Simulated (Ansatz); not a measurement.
`CO[Si]N` + HCl → `CO[Si]Cl` + NH₃ at 500 K and 1 bar (ligand exchange at the Si–N bond).

Program: Ansatz. Geometries: PBE0-D4/def2-TZVP. ΔE: electronic, gas phase. CBS: MP2 limit from def2 TZ/QZ plus the TZ coupled-cluster correction, frozen cores. This one scheme is used for every species. One conformer a species, not always the lowest.

```
   species  CCSD(T)/CBS energy (Eh)  H − E (kJ/mol)  S (J/(mol·K))
 `CO[Si]N`               -460.05109           219.1          366.6
       HCl               -460.38127            32.5          201.9
`CO[Si]Cl`               -863.93892           150.1          365.4
       NH₃                -56.50880           108.2          211.8
```

H − E and S are ideal-gas, rigid-rotor, harmonic terms from PBE0-D4/def2-TZVP, for one conformer and one mirror image of each species. 1 Eh = 2625.50 kJ/mol, R = 8.31446 J/(mol·K).

Problem. By hand: ΔE, ΔH, ΔS and ΔG.

Solution. ΔE = (-863.93892) + (-56.50880) − (-460.05109) − (-460.38127) = -0.01536 Eh = -40.3 kJ/mol. Δ(H − E) = 150.1 + 108.2 − 219.1 − 32.5 = 6.7, so ΔH = -33.6 kJ/mol. ΔS = 365.4 + 211.8 − 366.6 − 201.9 = 8.7 J/(mol·K). ΔG = -33.6 − 500 × (8.7)/1000 = -38.0 kJ/mol.

Problem. By hand: the equilibrium constant, and the temperature at which ΔG would vanish if ΔH and ΔS stayed fixed.

Solution. log₁₀ K = −ΔG/(RT ln 10) = 4.0. ΔH and −TΔS have one sign here, so there is no such temperature.

The number of gas molecules stays the same, so ΔS is small and ΔH decides. A doubt of 5 kJ/mol in ΔE shifts log₁₀ K by 0.5 here. Other conformers and mirror images would add mixing entropy, several J/(mol·K) or more a flexible species. These are equilibria of isolated gas molecules and say nothing of rates. Largest T1 diagnostic: 0.014 (customary marks: 0.02 for closed shells, 0.045 for open ones).

ΔS is within the doubt of such terms, so its sign, and with it that verdict, could turn.
